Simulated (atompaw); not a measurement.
# Reading a pseudo-wave (sulfur (S))

Columns: radius, all-electron u(r) and pseudo u(r) of the 3s shell (level -27.51 eV) of sulfur in the configuration [Ne] 3s2 3p3; PBE, non-relativistic, PAW (atompaw) scheme, atompaw 4.2.0.5.

```csv
r (bohr),all-electron,pseudo
0.062,0.2158,0.0385
0.123,0.0261,0.0769
0.185,-0.2030,0.1171
0.246,-0.3553,0.1582
0.308,-0.4183,0.2017
0.369,-0.4039,0.2463
0.431,-0.3332,0.2935
0.492,-0.2284,0.3416
0.554,-0.1025,0.3917
0.615,0.0285,0.4418
0.677,0.1602,0.4931
0.738,0.2829,0.5433
0.800,0.3969,0.5933
0.862,0.4982,0.6413
0.923,0.5846,0.6856
0.985,0.6591,0.7266
1.046,0.7198,0.7623
1.108,0.7691,0.7932
1.169,0.8062,0.8181
1.231,0.8334,0.8378
1.292,0.8507,0.8516
1.354,0.8596,0.8597
1.415,0.8611,0.8611
1.477,0.8562,0.8562
1.538,0.8459,0.8459
1.600,0.8308,0.8308
```

(1) How many radial nodes do the two functions have?

(2) At about which radius was the pseudo-wave matched?

(3) Is the pseudo-wave norm-conserving?

Answers

(1) The all-electron 3s function has n − l − 1 = 2; the pseudo-wave has 0, since the states of the same l below it are removed with the core.

(2) 1.40 bohr, where the columns begin to agree (steps of 0.06 bohr).

(3) No, it belongs to a PAW set: the norm inside the radius is not constrained, and the difference is carried by the augmentation charge.
